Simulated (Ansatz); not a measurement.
Reaction (atomization): `C=C(F)[SiH2][SeH]` → 2 C• + F• + 5 H• + Se• + Si•

Gas-phase electronic energies from Ansatz, PBE0-D4/def2-TZVP geometries. CCSD(T)/CBS is the MP2 limit (def2-TZVPP, def2-QZVPP) plus CCSD(T) − MP2 in def2-TZVPP, frozen cores. This one scheme is used for every species, atoms too. Functionals use def2-TZVPP. B3LYP here is the variant with VWN-RPA as its local correlation; programs differ in this. No spin–orbit coupling; open shells (•) take unrestricted orbitals. Spin–orbit coupling would lower the free atoms: a little for C, F, Si; clearly for Se. Bonds to Se are less sure, by a few kJ/mol each and by 10 to 20 or more in all where they break to atoms, as the def2 sets lack core-valence functions. Scalar relativity is left out up to krypton. One conformer a species, not always the lowest.

`C=C(F)[SiH2][SeH]`:

Z-matrix (Å, degrees):
```
Si
Se 1 2.273
C 1 1.874 2 112.2
H 1 1.483 2 112.3 3 -119.6
H 1 1.482 2 104.3 3 119.7
H 2 1.469 1 92.8 3 62.2
F 3 1.349 1 115.4 2 60.7
C 3 1.325 1 125.1 2 -119.0
H 8 1.084 3 121.8 1 179.8
H 8 1.082 3 119.6 1 -0.3
```

CCSD(T)/CBS gives +36.81 eV.

(1) Another level gave +36.32 eV. Which?
A. B3LYP-D4/def2-TZVPP
B. B3LYP/def2-TZVPP
C. CCSD/def2-TZVPP
D. r2SCAN-D4/def2-TZVPP

Largest T1 diagnostic among the species: 0.012.

Results:

(1) B. B3LYP 36.32, CCSD/def2-TZVPP 35.13, r2SCAN-D4 36.93, B3LYP-D4 36.71 eV.

From PBE to PBE0 (25 % exact exchange), in def2-TZVPP and without D4, ΔE moves by −0.71 eV: exact exchange takes away binding that semilocal exchange gives to molecules. The D4 term adds +0.39 eV with B3LYP and +0.21 eV with PBE0; it sums over pairs of atoms, weighted by their polarisabilities, and B3LYP, whose exchange is more repulsive, gets the larger term.

For atomizations the MP2-based limit and the directly extrapolated one differ by several kJ/mol either way, and by 10 to 25 for some Ge, Se and Sn compounds, so smaller differences from it don't rank the levels.
